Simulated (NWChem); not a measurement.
System: AlH₃S₃; SMILES [SH][Al]([SH])[SH]

NWChem input:

```
start job
memory heap 200 mb stack 900 mb global 1100 mb
geometry units angstroms
  Al     0.011401     0.015638    -0.009216
  S      2.071901     0.344938    -0.664816
  H      2.560401    -0.476162     0.261884
  S     -0.384199    -0.901662     1.953084
  H     -1.605299    -1.302562     1.620584
  S     -1.650099     0.571338    -1.329516
  H     -2.456499     0.895238    -0.323616
end
basis spherical
  * library def2-svp
end
dft
  xc xpbe96 cpbe96
  disp vdw 4
  iterations 150
end
driver
  maxiter 120
end
task dft optimize
task dft freq
```

Parts of the log:

```
             Northwest Computational Chemistry Package (NWChem) 7.3.0
             --------------------------------------------------------

 C1  symmetry detected

                             Geometry "geometry" -> ""
                             -------------------------

 Output coordinates in angstroms (scale by  1.889725989 to convert to a.u.)

  No.       Tag          Charge          X              Y              Z
 ---- ---------------- ---------- -------------- -------------- --------------
    1 Al                  13.0000    -0.02837814     0.02393643     0.01123293
    2 S                   16.0000    -0.71331954     2.10113776     0.01110064
    3 H                    1.0000     0.48422172     2.55791563    -0.34786910
    4 S                   16.0000     2.12789188    -0.42222445     0.01128323
    5 H                    1.0000     1.96682773    -1.64525963    -0.47923236
    6 S                   16.0000    -1.49834674    -1.60411328    -0.02374240
    7 H                    1.0000    -0.74174320    -2.42063007     0.70280999

 Effective nuclear repulsion energy (a.u.)     297.5433115108

                                Z-matrix (autoz)
                                --------

 Units are Angstrom for bonds and degrees for angles

[...]

      ----------------------
      Optimization converged
      ----------------------

  Step       Energy      Delta E   Gmax     Grms     Xrms     Xmax
  ---- ---------------- -------- -------- -------- -------- --------
@   11   -1437.84417504  1.5D-07  0.00003  0.00001  0.00067  0.00146
                                     ok       ok       ok       ok

                                Z-matrix (autoz)
                                --------

 Units are Angstrom for bonds and degrees for angles

[...]

 Rotational Constants
 --------------------
 A=   0.070979 cm-1  (  0.102121 K)
 B=   0.068103 cm-1  (  0.097983 K)
 C=   0.034814 cm-1  (  0.050089 K)

 Temperature                      =   298.15K
 frequency scaling parameter      =   1.0000

 Zero-Point correction to Energy  =   17.338 kcal/mol  (  0.027629 au)
 Thermal correction to Energy     =   22.216 kcal/mol  (  0.035403 au)
 Thermal correction to Enthalpy   =   22.808 kcal/mol  (  0.036347 au)

 Total Entropy                    =   88.063 cal/mol-K
   - Translational                =   40.387 cal/mol-K (mol. weight = 125.9212)
   - Rotational                   =   28.639 cal/mol-K (symmetry #  =        1)
   - Vibrational                  =   19.037 cal/mol-K

 Cv (constant volume heat capacity) =   24.080 cal/mol-K
   - Translational                  =    2.979 cal/mol-K
   - Rotational                     =    2.979 cal/mol-K
   - Vibrational                    =   18.121 cal/mol-K

[normal modes left out]

 ----------------------------------------------------------------------------
 Normal Eigenvalue ||           Projected Infra Red Intensities
  Mode   [cm**-1]  || [atomic units] [(debye/angs)**2] [(KM/mol)] [arbitrary]
 ------ ---------- || -------------- ----------------- ---------- -----------
    1       -0.000 ||    0.000014           0.000         0.014       0.009
    2       -0.000 ||    0.000007           0.000         0.007       0.005
    3       -0.000 ||    0.000243           0.006         0.237       0.160
    4        0.000 ||    0.000036           0.001         0.036       0.024
    5        0.000 ||    0.000298           0.007         0.291       0.197
    6        0.000 ||    0.000214           0.005         0.208       0.141
    7      112.171 ||    0.002666           0.062         2.599       1.760
    8      115.606 ||    0.013585           0.313        13.243       8.966
    9      158.400 ||    0.002934           0.068         2.860       1.936
   10      166.785 ||    0.019345           0.446        18.859      12.767
   11      202.586 ||    0.022925           0.529        22.348      15.130
   12      225.178 ||    0.021310           0.492        20.774      14.064
   13      339.481 ||    0.000128           0.003         0.125       0.085
   14      523.618 ||    0.047799           1.103        46.597      31.546
   15      537.327 ||    0.091837           2.119        89.527      60.611
   16      582.788 ||    0.031064           0.717        30.283      20.502
   17      648.521 ||    0.017605           0.406        17.162      11.619
   18      677.136 ||    0.043211           0.997        42.124      28.518
   19     2612.377 ||    0.000948           0.022         0.924       0.626
   20     2614.652 ||    0.001964           0.045         1.915       1.296
   21     2616.959 ||    0.000057           0.001         0.056       0.038
 ----------------------------------------------------------------------------
```

Level: PBE-D3(BJ)/def2-SVP.
